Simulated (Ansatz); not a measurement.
`C[N](C)[Zn][Cl]` + H–F → `[F][Zn][Cl]` + `CNC` at 500 K and 1 bar (ligand exchange at a Zn–N bond).

Isolated molecules relaxed with PBE0-D4/def2-TZVP in Ansatz; ΔE leaves out vibrations. CCSD(T)/CBS is the MP2 limit (def2-TZVPP, def2-QZVPP) plus CCSD(T) − MP2 in def2-TZVPP, frozen cores. This one scheme is used for every species. For Zn outer-core shells are correlated without core-valence functions, which leaves a few kJ/mol of doubt a bond. Scalar relativity is left out up to krypton. Each species was taken in one conformer, which may not be the lowest.

| species | CCSD(T)/CBS energy (Eh) | H − E (kJ/mol) | S (J/(mol·K)) |
| --- | --- | --- | --- |
| `C[N](C)[Zn][Cl]` | -2372.62212 | 263.7 | 430.1 |
| H–F | -100.39570 | 39.4 | 188.7 |
| `[F][Zn][Cl]` | -2338.03728 | 33.1 | 300.1 |
| `CNC` | -135.00321 | 273.8 | 313.8 |

H − E and S are ideal-gas, rigid-rotor, harmonic terms from PBE0-D4/def2-TZVP, for one conformer and one mirror image of each species. 1 Eh = 2625.50 kJ/mol, R = 8.31446 J/(mol·K).

By hand: ΔE, ΔH, ΔS and ΔG.

ΔE = (-2338.03728) + (-135.00321) − (-2372.62212) − (-100.39570) = -0.02267 Eh = -59.5 kJ/mol. Δ(H − E) = 33.1 + 273.8 − 263.7 − 39.4 = 3.8, so ΔH = -55.7 kJ/mol. ΔS = 300.1 + 313.8 − 430.1 − 188.7 = -4.9 J/(mol·K). ΔG = -55.7 − 500 × (-4.9)/1000 = -53.2 kJ/mol.

By hand: the equilibrium constant, and the temperature at which ΔG would vanish if ΔH and ΔS stayed fixed.

log₁₀ K = −ΔG/(RT ln 10) = 5.6. ΔG = 0 at ΔH/ΔS = 11367 K, far beyond where these terms or the molecules hold.

The number of gas molecules stays the same, so ΔS is small and ΔH decides. A doubt of 5 kJ/mol in ΔE shifts log₁₀ K by 0.5 here. Other conformers and mirror images would add mixing entropy, several J/(mol·K) or more a flexible species. Modes under 60 cm⁻¹, often nearly free rotors, make the harmonic entropy too high. These are equilibria of isolated gas molecules and say nothing of rates. Largest T1 diagnostic: 0.016 (customary marks: 0.02 for closed shells, 0.045 for open ones).
